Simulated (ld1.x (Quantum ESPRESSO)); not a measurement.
**In: one change to a TM potential, before and after**

- Element: In
- Generator: ld1.x (Quantum ESPRESSO) 7.5
- Type: norm-conserving Troullier–Martins (Kleinman–Bylander form)
- Functional: BLYP
- Relativity: scalar-relativistic
- Frozen core: [Kr]
- Valence charge: 13
- Reference configuration: 4d10 5s2 5p0 (charge +1)
- Partial waves: 5p (bound, empty): rc 2.40 bohr; 4d (bound): rc 1.80 bohr; 5s (bound): rc 1.55 bohr
- Local potential: the s channel
- Core correction: none

All-electron outer shells of the reference configuration (BLYP, scalar-relativistic, ld1.x):

```
shell  level (eV)  outermost node (bohr)  outermost maximum (bohr)
   4s     -126.92                   0.41                      0.77
   4p      -85.39                   0.42                      0.82
   4d      -25.89                   0.40                      0.94
   5s      -14.95                   1.02                      2.11
   5p       -8.49                   1.14                      2.64
```

Change: all radii scaled by about 0.93 (s 1.44, p 2.24, d 1.68 bohr).

Cutoffs: the cutoffs (Ry, on a coarse ladder) from which the occupation-weighted sum of valence levels, in a spherical-Bessel basis at the reference potential, stays within 10 and 1 mRy of its value at 400 Ry; they do not see the model core or the augmentation charge, which bear on the density cutoff. Errors are all-electron minus pseudo energies relative to the spin-unpolarised reference configuration.

Q: What does the change do?

A: The potential gets harder (70 Ry and 140 Ry → 100 Ry and 180 Ry); a bound ghost appears in p, s, which as a rule spoils a file; of the 7 tests that both files solve, the error grows in 6 and shrinks in 0 by more than 15 % and 0.3 meV (median size 19.2 → 57.5 meV). A smaller radius makes the pseudo-wave follow the all-electron one further in, where it bends more sharply, so more plane waves are needed. That the errors move this way runs against the usual rule that smaller radii transfer better.

| quantity | base | changed |
| --- | --- | --- |
| cutoff, loose | 70 Ry | 100 Ry |
| cutoff, tight | 140 Ry | 180 Ry |
| loose cutoff by channel (10 mRy a level) | d 55 Ry, s 30 Ry | d 60 Ry, s 80 Ry |
| bound ghosts | none | p, s (extra level of the local part) |
| error for 4d10 5s2 5p1, meV [ΔE -5.36 eV] | +2.3 | +4.5 |
| error for 4d10 5s1 5p0, meV [ΔE 19.32 eV] | +13 | +27 |
| error for 4d10 5s0 5p0, meV [ΔE 47.86 eV] | +19 | +57 |
| error for 4d9 5s2 5p2, meV [ΔE 12.82 eV] | -162 | +307 |
| error for 4d9 5s0 5p0, meV [ΔE 104.10 eV] | -199 | -196 |
| error for 4d9 5s2 5p1, meV [ΔE 19.54 eV] | -89 | +519 |
| error for 4d10 5s1 5p1, meV [ΔE 6.58 eV] | -2.3 | +11 |

Changed file: These tests converged, but a pseudo level misses the all-electron one widely, so the file describes the atom poorly there or has found another state: 4d10 5s0 5p0: empty 5s by 9.2 eV (a node warning on the way). A true bound ghost makes a file unfit for plane-wave use even where its test errors are small: the radial tests pick states by their node count and pass the ghost by.
